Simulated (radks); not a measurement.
Results of a calculation; reference values are marked as such.
Numerical settings for neutral iron, [Ar] 3d6 4s2. Level of theory: Dirac Kohn-Sham, PBEsol, spin-unpolarised, spherical densities, point nucleus; open shells are shared between the two j in proportion to 2j + 1 (a radial shooting solver on a logarithmic mesh with Libxc functionals). The defaults (mesh step 0.008 in ln r, mesh end at 40 bohr or more with all orbitals vanishing there, Anderson mixing 0.5 over 9 steps, residual threshold near 1e-9 with the energy settled to 1e-9 hartree or 1e-11 of itself, here a cap of 87 iterations) give E = -1271.2883 hartree and 4s1/2 at -5.310 eV in 15 iterations. Times are rough (one thread of a shared host). One setting is changed at a time: mesh step in ln r 0.012; mesh step in ln r 0.2; mesh step in ln r 0.005; mesh end (bohr) 12; mesh end (bohr) 1; residual threshold 0.1; residual threshold 0.01; mixing 1.5; linear mixing, mixing 0.5; linear mixing, mixing 0.8; mixing history 3; iteration cap 2. Which runs fail to converge, and which converge to a wrong energy?

Answer. Not converged within the cap: mesh step in ln r 0.2; linear mixing, mixing 0.8; iteration cap 2. Settled on a wrong energy, with an occupied level pushed above zero by the early mesh end: mesh end (bohr) 1 (+123 hartree). Apart from these: no run marked as converged misses the energy by more than 1 mhartree.
